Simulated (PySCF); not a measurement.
Species: W2(Cl)10 (triplet state).
Z-matrix (Å and degrees, PBE0-D3(BJ)/def2-SVP geometry), rows numbered from 1:
```
W 
Cl  1  2.2688
Cl  1  2.2667  2   95.17
Cl  1  2.2685  2  165.99  3  -135.05
Cl  1  2.2668  2   94.38  3    95.65
Cl  1  2.5457  2   84.81  3   -90.31
W   6  2.5527  1   97.24  2   -85.09
Cl  7  2.2671  6   91.29  1  -179.59
Cl  7  2.2690  6   84.27  1   -85.48
Cl  7  2.2685  6   84.78  1    85.86
Cl  7  2.2659  6  173.46  1     1.98
Cl  7  2.5448  6   82.77  1    -0.04
```

Computed, not measured: PySCF 2.14.0, PBE0-D3(BJ)/def2-SVP geometry optimisation, gas phase, def2 core potentials past Kr.

Take the most abundant isotopes and a rigid rotor. 

Question: Give the principal moments of inertia and the rotational constants in cm⁻¹.

Answer: Ia = 1299.91, Ib = 3967.22, Ic = 4085.87 u·Å²; 505379 MHz·u·Å²/I gives 388.8, 127.4 and 123.7 MHz, that is A = 0.01297, B = 0.00425, C = 0.00413 cm⁻¹.

Question: What kind of rotor is it?

Answer: A near-prolate asymmetric top. Ray's parameter κ = (2B − A − C)/(A − C) = -0.972; −1 is the prolate and +1 the oblate limit.

Question: What does the inertial defect say?

Answer: Not planar: Δ = Ic − Ia − Ib = -1181.27 u·Å². For a rigid frame Δ = −2 Σ m c², so Σ m c² = 590.63 u·Å² lies off the ab plane. The atom farthest from that plane is 1.69 Å away.

Question: Give the other two planar moments, Paa and Pbb, and the rms extents of the mass along the axes.

Answer: Paa = Σ m a² = (Ib + Ic − Ia)/2 = 3376.59 and Pbb = Σ m b² = (Ia + Ic − Ib)/2 = 709.28 u·Å². With the mass M = 717.59 u, the rms extents √(P/M) along a, b and c are 2.17, 0.99, 0.91 Å.

The point group D2h allows no dipole (computed: 0.01 D), so a rigid rotor has no electric-dipole lines.

For this open shell read J as N, the rotation without spin; fine and hyperfine splittings come on top. PBE0-D3(BJ)/def2-SVP frequencies: not computed here. ⟨S²⟩ = 2.013 (exact for a triplet: 2.00). Constants of a rigid frame at the computed geometry: no zero-point averaging, no centrifugal distortion. Quadrupole hyperfine structure (35Cl) is left out.
